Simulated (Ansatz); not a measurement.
`C[SiH2][B](C)[AlH2]` + `N=CF` → `C[SiH2]/N=C/F` + `C[BH][AlH2]`  (cleavage of the Si–B bond)

Gas-phase electronic energies from Ansatz, PBE0-D4/def2-TZVP geometries. CCSD(T)/CBS is the MP2 limit (def2-TZVPP, def2-QZVPP) plus CCSD(T) − MP2 in def2-TZVPP, frozen cores. This one scheme is used for every species. Functionals use def2-TZVPP. B3LYP here is the variant with VWN-RPA as its local correlation; programs differ in this. Each species was taken in one conformer, which may not be the lowest.

| level | ΔE (kcal/mol) | difference from CCSD(T)/CBS |
| --- | --- | --- |
| r2SCAN-D4 | -15.3 | 0.6 |
| ωB97M-V | -16.8 | -0.9 |
| B2PLYP | -18.0 | -2.1 |
| r2SCAN | -15.5 | 0.4 |
| B3LYP | -17.7 | -1.8 |
| HF/def2-TZVPP | -21.6 | -5.7 |
| SCS-MP2/def2-TZVPP | -18.5 | -2.6 |
| CCSD(T)/def2-TZVPP | -15.7 | 0.2 |
| MP2/CBS(def2) | -18.1 | -2.2 |
| CCSD/CBS(def2) | -16.6 | -0.7 |
| CCSD(T)/CBS | -15.9 | 0 |

Largest T1 diagnostic among the species: 0.013.

From PBE to PBE0 (25 % exact exchange), in def2-TZVPP and without D4, ΔE moves by −1.3 kcal/mol. The D4 term adds +1.4 kcal/mol with B3LYP and +0.9 kcal/mol with PBE0; it sums over pairs of atoms, weighted by their polarisabilities, and B3LYP, whose exchange is more repulsive, gets the larger term. In def2-TZVPP, CCSD(T) changes the Hartree–Fock value by +5.9 kcal/mol (the triples alone add +0.7 kcal/mol) and MP2 by +3.6 kcal/mol.
